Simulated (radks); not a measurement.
Task: Species: the europium ion Eu+. Configuration: [Xe] 4f6 6s2 (not the ground configuration). Calculated with a radial shooting solver on a logarithmic mesh with Libxc functionals: Dirac Kohn-Sham, LDA (Slater exchange, Perdew-Wang correlation), spin-unpolarised, spherical densities, finite nucleus; open shells fill j = l - 1/2 first; Fermi nuclear charge, rms radius 5.1115 fm. Some entries of the table are withheld. Estimate them.

orbital  occ.  eigenvalue (hartree)  <r> (bohr)  <1/r> (bohr^-1)
1s1/2       2             -1774.310     0.02234            70.16
2s1/2       2             -291.7353     0.09466            16.71
2p1/2       2             -276.9315     0.07910            16.70
2p3/2       4             -253.1476     0.08583            14.82
3s1/2       2             -64.63322      0.2495            6.078
3p1/2       2             -58.21940      0.2390            5.998
3p3/2       4             -53.37440      0.2519            5.523
3d3/2       4                   (1)      0.2237              (2)
3d5/2       6                   (3)      0.2277              (4)
4s1/2       2             -13.26637      0.5657            2.543
4p1/2       2             -10.78717      0.5784            2.439
4p3/2       4              -9.70789      0.6079            2.276
4d3/2       4              -5.61436      0.6461            2.059
4d5/2       6              -5.42000      0.6565            2.019
5s1/2       2                   (5)       1.355           0.9863
5p1/2       2              -1.39951       1.514           0.8735
5p3/2       4              -1.24589       1.605           0.8161
4f5/2       6                   (6)      0.8822            1.487
4f7/2       0                   (7)      0.8939            1.470
5d3/2       0              -0.38051       2.423           0.5357
6s1/2       2              -0.37756       3.563           0.3554
5d5/2       0              -0.36816       2.477           0.5231
6p1/2       0              -0.24877       4.303              (8)
6p3/2       0              -0.23198       4.511              (9)

Result: 
(1) 3d3/2 eigenvalue (hartree): -42.22282
(2) 3d3/2 <1/r> (bohr^-1): 5.401
(3) 3d5/2 eigenvalue (hartree): -41.16770
(4) 3d5/2 <1/r> (bohr^-1): 5.283
(5) 5s1/2 eigenvalue (hartree): -2.08871
(6) 4f5/2 eigenvalue (hartree): -0.63859
(7) 4f7/2 eigenvalue (hartree): -0.61381
(8) 6p1/2 <1/r> (bohr^-1): 0.2922
(9) 6p3/2 <1/r> (bohr^-1): 0.2782
